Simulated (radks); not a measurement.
Problem. Radial electron density D(r) = 4 pi r^2 rho(r) of an atom or ion with 28 electrons. All-electron calculation, scalar-relativistic Kohn-Sham, PBEsol, spin-polarised, spherical densities, point nucleus. Program: a radial shooting solver on a logarithmic mesh with Libxc functionals.

r (bohr),D(r) (e/bohr)
0.004107,3.090
0.00463,3.790
0.005221,4.631
0.005934,5.706
0.00669,6.905
0.007604,8.411
0.008573,10.05
0.009666,11.93
0.01099,14.20
0.01239,16.56
0.01397,19.12
0.01587,22.00
0.0179,24.77
0.02034,27.66
0.02293,30.18
0.02586,32.35
0.02939,34.10
0.03314,35.06
0.03766,35.27
0.04246,34.67
0.04788,33.42
0.05441,31.63
0.06135,29.89
0.06917,28.54
0.07862,27.98
0.08864,28.61
0.1007,30.58
0.1136,33.35
0.1281,36.42
0.1456,39.10
0.1641,40.18
0.1851,39.25
0.2103,35.95
0.2371,31.22
0.2695,25.62
0.3039,21.13
0.3426,18.38
0.3894,17.77
0.4391,18.96
0.499,20.97
0.5626,22.35
0.6344,22.43
0.721,20.80
0.8129,17.98
0.9166,14.53
1.042,10.84
1.175,7.835
1.335,5.322
1.505,3.607
1.697,2.400
1.929,1.525
2.175,0.9719
2.452,0.5975
2.787,0.3367
3.142,0.1843
3.571,0.08910
4.026,0.04103

What is the nuclear charge?

Solution. Z = 29. The innermost maximum, from 1s, lies near gamma/Z bohr with gamma = sqrt(1 - (Z/c)^2) = 0.977, here 0.0337 bohr (found: 0.0365), and its height grows with Z. The density is that of the copper ion Cu+ in [Ar] 3d10; the configuration itself is not fixed sharply by these data, and Z only to about a unit. D(r) has 3 maxima, at r = 0.0365, 0.165, 0.600 bohr, and minima at 0.0786, 0.377 bohr, inside which lie 2.11, 10.85 electrons.
